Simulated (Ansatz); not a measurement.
Stepwise reaction of `[SH][Al]([SH])[SH]` with water, as a gas-phase model of exchange steps in deposition or etching. ΔE in kJ/mol.

Computed with Ansatz on PBE0-D4/def2-TZVP structures; ΔE is electronic, products minus reactants. CCSD(T)/CBS adds triple-zeta CCSD(T) − MP2 to the extrapolated MP2 energy (def2 sets, frozen cores). This one scheme is used for every species. DFT in def2-TZVPP. B3LYP here is the variant with VWN-RPA as its local correlation; programs differ in this. One conformer a species, not always the lowest.

```csv
step,reaction,PBE-D4,B3LYP-D4,ωB97M-V,CCSD(T)/CBS
1,`[SH][Al]([SH])[SH]` + H₂O → `[OH][Al]([SH])[SH]` + H₂S,-13.8,-25.0,-23.8,-19.3
2,`[OH][Al]([SH])[SH]` + H₂O → `[OH][Al]([OH])[SH]` + H₂S,-14.0,-25.2,-23.6,-19.5
```

Q: Give the row of step 3, `[OH][Al]([OH])[SH]` + H₂O → `[OH][Al]([OH])[OH]` + H₂S. (Best estimate.)

A: The calculation gave: 
| step | reaction | PBE-D4 | B3LYP-D4 | ωB97M-V | CCSD(T)/CBS |
| --- | --- | --- | --- | --- | --- |
| 3 | `[OH][Al]([OH])[SH]` + H₂O → `[OH][Al]([OH])[OH]` + H₂S | -18.2 | -29.0 | -26.9 | -23.8 |

Q: By hand: ΔE of the 3 steps together at CCSD(T)/CBS.

A: (-19.3) + (-19.5) + (-23.8) = -62.6 kJ/mol, or -20.9 kJ/mol a step.

In ΔE the steps differ by no more than 4.5 kJ/mol. All are downhill at CCSD(T)/CBS. PBE-D4 differs from CCSD(T)/CBS by 5.5 to 5.6 kJ/mol a step. Isolated molecules leave out the surface, adducts and barriers. Largest T1 diagnostic: 0.012.
